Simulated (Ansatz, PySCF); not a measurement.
Reaction R1 → P1 + 0.5 P2, each structure at its B3LYP-D3(BJ)/def2-TZVP stationary point, reached from a drawn start (curvature not checked).
P1: H2O (SMILES O), charge 0, multiplicity 1.
P2, O2 (SMILES O=O) (charge 0, multiplicity 3):
```csv
atom,x (Å),y (Å),z (Å)
O,0.0000,0.0000,0.6022
O,0.0000,0.0000,-0.6022
```
R1: H2O2 (SMILES OO), charge 0, multiplicity 1.

P less R. No zero-point or thermal terms; singlets are restricted closed shells; open shells are unrestricted; no spin–orbit coupling.

Frozen-core correlation throughout.

The values were computed with Ansatz (a program for electronic structure) with Gaussian orbitals; PySCF for the D3/D4 terms. Each number belongs to the level named beside it.

Q: Predict the reaction energy from r2SCAN-D4/def2-TZVPP.

A: -110 kJ/mol

Q: Estimate the reaction energy that CCSD(T)/cc-pVQZ returns for this input.

A: -101 kJ/mol

Q: Estimate the reaction energy that B3LYP-D4/def2-TZVPP returns for this input.

A: -104 kJ/mol
